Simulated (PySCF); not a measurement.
**`C=C=C([SiH3])[Si@@H](Cl)CC`: 4 charge schemes on one density**

C₅H₁₁ClSi₂.
SMILES with atom numbers: `[CH2:1]=[C:2]=[C:3]([SiH3:4])[Si@@H:5]([Cl:6])[CH2:7][CH3:8]` (hydrogens: H9, H10 on C1; H11, H12, H13 on Si4; H14 on Si5; H15, H16 on C7; H17, H18, H19 on C8)

Structure used (GFN2-xTB), in Å, numbered top down from 1:
```xyz
19
C5H11ClSi2 angstrom
C     -1.740    2.252   -0.628
C     -1.521    1.022   -0.284
C     -1.311   -0.211    0.066
Si    -2.781   -1.365    0.381
Si     0.447   -0.874    0.260
Cl     0.727   -2.373   -1.081
C      1.728    0.498   -0.054
C      3.170    0.010    0.048
H     -1.842    3.035    0.106
H     -1.833    2.545   -1.661
H     -2.656   -1.879    1.748
H     -2.735   -2.473   -0.573
H     -4.024   -0.609    0.229
H      0.623   -1.463    1.591
H      1.570    0.933   -1.043
H      1.571    1.305    0.663
H      3.364   -0.407    1.034
H      3.365   -0.763   -0.692
H      3.868    0.828   -0.119
```

Density: PBE0/pcSseg-1 (PySCF); schemes: Mulliken, IAO, Hirshfeld and ESP-fitted. Isolated species at its GFN2-xTB geometry (one conformer only).

**Question.** What partial charge does each atom carry?

**Answer.** In e; atoms taken as equivalent share a row and are averaged (×n: the atom named and its like, n in all):

```tsv
atom	environment	Mulliken	IAO	Hirshfeld	ESP-fitted
C1	outer carbon of cumulated double bonds	-0.180	-0.409	-0.127	-0.761
C2	central carbon of cumulated double bonds	-0.037	+0.087	+0.029	+0.330
C3	outer carbon of cumulated double bonds	-0.798	-0.604	-0.203	-0.360
Si4	SiH3 silicon	+0.582	+0.628	+0.310	+0.377
Si5	chlorine-bound silicon	+0.929	+0.946	+0.365	+0.244
Cl6	silicon-bound chlorine	-0.324	-0.318	-0.117	-0.172
C7	sp3 carbon bound to silicon	-0.577	-0.538	-0.158	+0.092
C8	methyl carbon	-0.286	-0.411	-0.118	-0.321
H9/H10	hydrogen on C1	+0.155	+0.178	+0.061	+0.275
H11/H12/H13	Si–H hydrogen	-0.075	-0.112	-0.074	-0.077
H14	Si–H hydrogen	-0.055	-0.131	-0.076	-0.035
H15	methylene hydrogen	+0.152	+0.153	+0.038	+0.020
H16	methylene hydrogen	+0.147	+0.152	+0.040	+0.018
H17/H18/H19	methyl hydrogen	+0.121	+0.142	+0.038	+0.083
```

Mean size of the charges over all atoms: IAO 0.289 e, Mulliken 0.261 e, ESP-fitted 0.198 e, Hirshfeld 0.107 e. Each set sums to the total charge, 0, to within 0.001 e. The ESP scheme is a least-squares fit of atom-centred charges to the potential on four shells outside the van der Waals surface, with the total charge fixed.

Lowest charge. The schemes don't all agree: Mulliken C3 (-0.798); IAO C3 (-0.604); Hirshfeld C3 (-0.203); ESP-fitted C1 (-0.761).

Highest charge. The schemes don't all agree: Mulliken Si5 (+0.929); IAO Si5 (+0.946); Hirshfeld Si5 (+0.365); ESP-fitted Si4 (+0.377).

**Question.** How many electrons does the ESP-fitted scheme count on C8?

**Answer.** Z − q = 6 − (-0.321) = 6.321.

**Question.** Sum the charges by element, for elements with more than one atom.

**Answer.** 
```
element  atoms  Mulliken     IAO  Hirshfeld  ESP-fitted
      C      5    -1.877  -1.875     -0.577      -1.020
     Si      2    +1.511  +1.574     +0.675      +0.620
      H     11    +0.690  +0.618     +0.018      +0.572
```

**Question.** How closely do the schemes follow one another over all atoms?

**Answer.** Correlation coefficient and root-mean-square difference: IAO with Hirshfeld 0.98, 0.235 e; Mulliken with IAO 0.97, 0.085 e; Mulliken with Hirshfeld 0.95, 0.236 e; IAO with ESP-fitted 0.71, 0.262 e; Hirshfeld with ESP-fitted 0.69, 0.198 e; Mulliken with ESP-fitted 0.59, 0.301 e.
